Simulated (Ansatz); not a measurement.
A nudged elastic band was laid between two geometries of BrH + Cl2FHOTi (8 atoms, charge 0, multiplicity 1).

Method: RKS PBE/def2-SVP in Ansatz.

```yaml
movable_images: 5
climbing_image: yes
spring: 5.0 eV/Å²
optimiser: quadratic models (default)
start_path: through a guess of the saddle point
force_threshold: 0.05 eV/Å
iteration_limit: 60
end_points: relaxed
```

First end point:

```xyz
8
Properties=species:S:1:pos:R:3
Ti -0.136 -0.226 0.059
Cl -0.148 -0.081 2.278
F 1.484 -0.122 -0.566
Cl -1.435 1.322 -0.786
O -0.781 -1.801 -0.389
H -1.663 -2.216 -0.408
Br 1.664 3.242 1.575
H 1.031 2.100 2.189
```

Last end point:

```xyz
8
Properties=species:S:1:pos:R:3
Ti 0.303 0.428 -0.686
Cl -0.832 -0.166 3.167
F 1.372 -0.064 -1.971
Cl -1.463 1.462 -1.479
O -0.191 -0.988 0.215
H -0.582 -1.028 1.127
Br 1.395 1.857 0.896
H 0.015 0.717 2.682
```

What changes between the two ends?

Bonds broken: Ti1–Cl2, Br7–H8. Bonds formed: Ti1–Br7, Cl2–H8. BrH + Cl2FHOTi becomes BrClFHOTi + ClH.

What energy profile does the band end with?

The run converged. The highest image is number 3 of 0 to 6, 0.40 eV above the first end and 0.55 eV above the last; the last end lies 0.15 eV below the first. A vibrational analysis at the climbing image gives one clearly imaginary mode, 120i cm⁻¹: a first-order saddle point. The orbitals stay closed-shell, which can raise the energy where a bond breaks towards radicals; this wasn't checked here.

```csv
image,path coordinate (Å),energy (eV),Ti1–Cl2 (Å),Br7–H8 (Å),Ti1–Br7 (Å)
0,0.00,0.00,2.22,1.44,4.19
1,0.77,0.06,2.24,1.45,3.64
2,1.54,0.23,2.32,1.47,3.10
3,2.31,0.40,2.55,1.70,2.69
4,3.20,0.21,3.09,2.11,2.47
5,4.08,-0.08,3.68,2.36,2.40
6,4.97,-0.15,4.06,2.53,2.40
```

What is the geometry of the highest image?


```xyz
8
Properties=species:S:1:pos:R:3
Ti 0.125 0.279 -0.063
Cl -0.581 0.086 2.383
F 1.482 0.147 -1.141
Cl -1.390 1.534 -1.018
O -0.492 -1.375 -0.164
H -1.115 -1.842 0.425
Br 1.532 2.137 1.277
H 0.455 1.252 2.251
```

What are the harmonic wavenumbers there?

120i, 32, 98, 149, 155, 191, 234, 250, 285, 313, 442, 464, 574, 721, 765, 941, 993, 3731 cm⁻¹.

The band took 19 iterations and roughly 14 core-minutes.

The run took 3.7 min on 4 threads of Arm Neoverse V1, with other jobs on the host, peak memory 0.24 GiB.
